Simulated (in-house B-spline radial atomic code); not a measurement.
**Ionising Ag⁴⁺ with different functionals**

Computed with a B-spline radial code for spherical atoms: four-component Dirac-Coulomb Hamiltonian, Fermi nucleus of rms radius 4.5454 fm, spin-restricted, spherical fractional occupations for the functionals. The ionisation energy is the difference of two self-consistent energies, [Kr] 4d7 → [Kr] 4d6, without Breit or QED terms; ε is the level of the shell that loses the electron (mean over j). The electron is taken from both j subshells in proportion to 2j + 1, so the result is a j average, not the step between ground levels.

Hybrids are left out here: with spherical fractional occupations of an open shell their exact exchange keeps a self-interaction that integer-occupation calculations don't have.

| method | rung | ΔSCF (eV) | -ε(4d) (eV) |
| --- | --- | --- | --- |
| LDA VWN5 | LDA | ? | ? |
| relativistic LDA | LDA | 68.67 | 60.12 |
| LDA PW92 | LDA | 68.65 | 60.10 |
| LDA exchange-only | LDA | 66.87 | 58.35 |
| PBE | GGA | ? | ? |
| PBEsol | GGA | 68.42 | 59.86 |
| BLYP | GGA | 68.29 | 59.74 |
| RPBE | GGA | 68.40 | 59.83 |
| PW91 | GGA | 68.54 | 59.98 |
| BP86 | GGA | 68.51 | 59.96 |
| AM05 | GGA | 68.42 | 59.86 |
| OLYP | GGA | 68.72 | 60.12 |

Q: What does PBE give?

A: ΔSCF 68.45 eV, and -ε(4d) = 59.89 eV.

Q: What does LDA VWN5 give?

A: ΔSCF 68.65 eV, and -ε(4d) = 60.10 eV.

Q: How do they compare with the NIST value?

A: NIST lists 65 eV ± 1.9 (tabulated theory, ground level to ground level). Errors run from +1.87 to +3.72 eV; all lie within about twice that uncertainty, so the table can't rank the methods.
